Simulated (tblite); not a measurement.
Compound: C₃H₅F₃SSi.
SMILES with atom numbers: `[CH2:1]=[CH:2][S:3][SiH2:4][C:5]([F:6])([F:7])[F:8]` (hydrogens: H9, H10 on C1; H11 on C2; H12, H13 on Si4)

Geometry (GFN2-xTB, Å), atoms numbered from 1 in this order:
```
atom  x, y, z in Å
C1    -3.090    0.688   -0.522
C2    -1.944    0.402    0.066
S3    -0.442    0.173   -0.850
Si4    0.898   -0.241    0.746
C5     2.624   -0.525   -0.077
F6     3.549   -0.799    0.866
F7     2.650   -1.559   -0.935
F8     3.085    0.545   -0.748
H9    -3.162    0.793   -1.590
H10   -3.990    0.823    0.051
H11   -1.843    0.291    1.133
H12    0.585   -1.485    1.440
H13    1.075    0.895    1.644
```

All values are computed: GFN2-xTB (tblite) harmonic vibrations without scaling, gas phase. Against measured fundamentals such values can be off by several per cent, at times by over 20. Modes of hydrogen on silicon can be 10 to 20 % off. One conformer, not necessarily the lowest.

Harmonic wavenumbers (cm⁻¹): 25.8, 31.8, 53.4, 67.1, 147.6, 191.7, 220.2, 343.4, 407.9, 444.1, 462.3, 480.5, 567.9, 568.5, 573.0, 664.1, 699.1, 712.9, 751.1, 861.9, 990.3, 1006.4, 1024.0, 1043.4, 1150.2, 1246.4, 1368.3, 1654.3, 2314.8, 2329.5, 3084.8, 3110.9, 3147.5.

A = 3816, B = 638.6, C = 609.3 MHz; mass 157.983 u (most abundant isotopes); point group Cs, symmetry number 1.

Q: What is the zero-point energy?

A: Half the sum of the wavenumbers: 15873 cm⁻¹ = 189.88 kJ/mol.

Q: Give the ideal-gas entropy at 350 K and 1 bar in the rigid-rotor, harmonic-oscillator model (classical rotation).

A: Translation 175.33, rotation 126.52, vibration 169.20: S = 471.0 J/(mol K).

Q: And Cp and H(350 K) − H(0)?

A: Cp = 172.62 J/(mol K), of which vibrations give 139.36 (their classical limit is 33 R = 274.4); H(350 K) − H(0) = 38.94 kJ/mol without the zero-point energy, 27.30 from vibrations.

Q: Blend soft modes into free rotors: weight 1/[1 + (100 cm⁻¹/ν̃)⁴] for the oscillator and the rest for a rotor with moment μB/(μ + B), μ = h/(8π²ν), B = 10⁻⁴⁴ kg m². What vibrational entropy results?

A: 143.17 J/(mol K) in place of 169.20, which changes −T·S at 350 K by +9.11 kJ/mol.

Q: What must be added to the electronic energy to get the Gibbs energy at 350 K and 1 bar?

A: ZPE + [H(350 K) − H(0)] − T·S = 189.88 + 38.94 − 164.87 = 63.95 kJ/mol.

Q: How do the functions run with temperature in this model?

A: 
```
 T (K)  S (J/(mol K))  Cp (J/(mol K))  H − H(0) (kJ/mol)  G − H(0) (kJ/mol)  ln q(vib)
    50          268.0            65.8               2.55             -10.85       1.58
   100          319.2            83.8               6.30             -25.62       3.53
298.15          444.6           157.4              30.37            -102.18       9.56
373.15          482.3           178.7              43.01            -136.96      11.59
   500          538.6           205.6              67.49            -201.80      14.81
   750          628.8           238.5             123.40            -348.21      20.49
  1000          700.3           258.2             185.68            -514.67      25.40
```

q(vib) and H(0) count from the zero-point level.

Q: Which modes carry the vibrational entropy at 350 K?

A: 25.8 cm⁻¹: 26.97; 31.8 cm⁻¹: 25.24; 53.4 cm⁻¹: 20.94; 67.1 cm⁻¹: 19.05; 147.6 cm⁻¹: 12.60; 191.7 cm⁻¹: 10.51 J/(mol K); the other 27 give 53.90 together.

Hindered rotation and anharmonicity are outside this model. Other conformers, if any are populated, would add a mixing term that is left out.

On Intel Xeon at 2.50 GHz, one thread, no GPU, shared host with 64 logical CPUs at a one-minute load of 64, this took 1.6 s wall, 1.4 s CPU. The figure is for the frequency step alone.
